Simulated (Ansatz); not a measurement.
`C=NB[SiH3]` + `N[AsH2]` → `N[AsH][SiH3]` + `BN=C` at 298.15 K and 1 bar (cleavage of the Si–B bond).

Calculated with Ansatz (gas phase, PBE0-D4/def2-TZVP geometries, no zero-point term in ΔE). CCSD(T)/CBS adds triple-zeta CCSD(T) − MP2 to the extrapolated MP2 energy (def2 sets, frozen cores). For As outer-core shells are correlated without core-valence functions, which leaves a few kJ/mol of doubt a bond. Scalar relativity is left out up to krypton. One conformer a species, not always the lowest.

| species | CCSD(T)/CBS energy (Eh) | H − E (kJ/mol) | S (J/(mol·K)) |
| --- | --- | --- | --- |
| `C=NB[SiH3]` | -410.21746 | 197.7 | 322.5 |
| `N[AsH2]` | -2292.09958 | 122.1 | 266.6 |
| `N[AsH][SiH3]` | -2582.38925 | 173.9 | 326.1 |
| `BN=C` | -119.93970 | 148.0 | 253.7 |

H − E and S are ideal-gas, rigid-rotor, harmonic terms from PBE0-D4/def2-TZVP, for one conformer and one mirror image of each species. 1 Eh = 2625.50 kJ/mol, R = 8.31446 J/(mol·K).

Q: By hand: ΔE, ΔH, ΔS and ΔG.

A: ΔE = (-2582.38925) + (-119.93970) − (-410.21746) − (-2292.09958) = -0.01191 Eh = -31.3 kJ/mol. Δ(H − E) = 173.9 + 148.0 − 197.7 − 122.1 = 2.1, so ΔH = -29.2 kJ/mol. ΔS = 326.1 + 253.7 − 322.5 − 266.6 = -9.3 J/(mol·K). ΔG = -29.2 − 298.15 × (-9.3)/1000 = -26.4 kJ/mol.

Q: By hand: the equilibrium constant, and the temperature at which ΔG would vanish if ΔH and ΔS stayed fixed.

A: log₁₀ K = −ΔG/(RT ln 10) = 4.6. ΔG = 0 at ΔH/ΔS = 3140 K, far beyond where these terms or the molecules hold.

The number of gas molecules stays the same, so ΔS is small and ΔH decides. A doubt of 5 kJ/mol in ΔE shifts log₁₀ K by 0.9 here. Other conformers and mirror images would add mixing entropy, several J/(mol·K) or more a flexible species. These are equilibria of isolated gas molecules and say nothing of rates. Largest T1 diagnostic: 0.017 (customary marks: 0.02 for closed shells, 0.045 for open ones).
